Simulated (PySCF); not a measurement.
An unknown gives this computed stick spectrum. Method used: TDDFT CAM-B3LYP/def2-SVPD, vertical, gas phase, core orbitals frozen in the response (PySCF). Geometries: GFN2-xTB, one conformer each.

```csv
state,E (eV),f
S1,5.17,0.085
S2,5.24,0.014
S3,5.64,0.012
S4,5.83,0.094
S5,6.11,0.0038
S6,6.23,0.0060
S7,6.35,0.040
S8,6.52,0.0094
```

Question: Which structure fits? All have the formula C7H5NSi.
A. `C(#C)/C([SiH2]C#N)=C/C#C`
B. `C#CC#C/C([SiH3])=C/C#N`
C. `C#C/C=C(\C#C)[SiH2]C#N`
D. `C#CC#C/C([SiH3])=C\C#N`
E. `C#C[Si@@H]1[C@H](C#N)C12C=C2`

Answer: E. Its S1, at 5.17 eV, is the highest among the candidates; the nearest of the others has S1 at 4.68 eV. S1 is HOMO→LUMO (85%). Löwdin shares by element: HOMO carbon 55% or more, silicon 15% (atoms not listed hold the other 30%); LUMO carbon 46% or more, silicon 28% (atoms not listed hold the other 26%). At the same level the other candidates give, for their lowest levels:
- `C#CC#C/C([SiH3])=C/C#N`: 3.62 eV (f 0.000); 4.09 eV (f 0.336); 4.70 eV (f 0.000); 5.57 eV (f 0.591); 5.79 eV (f 0.000); T1 2.44 eV; HOMO -8.50, LUMO -1.91 eV
- `C#C/C=C(/C#C)[SiH2]C#N`: 4.59 eV (f 0.405); 4.70 eV (f 0.001); 5.03 eV (f 0.000); 5.81 eV (f 0.000); 6.14 eV (f 0.001); T1 2.62 eV; HOMO -8.41, LUMO -1.35 eV
- `C#CC#C/C([SiH3])=C\C#N`: 3.65 eV (f 0.000); 4.11 eV (f 0.217); 4.68 eV (f 0.000); 5.57 eV (f 0.448); 5.82 eV (f 0.000); T1 2.53 eV; HOMO -8.50, LUMO -1.77 eV
- `C#C/C=C(\C#C)[SiH2]C#N`: 4.68 eV (f 0.367); 4.76 eV (f 0.001); 4.86 eV (f 0.000); 5.84 eV (f 0.000); 6.02 eV (f 0.055); T1 2.74 eV; HOMO -8.49, LUMO -1.26 eV
Triplets come from the Tamm–Dancoff approximation.
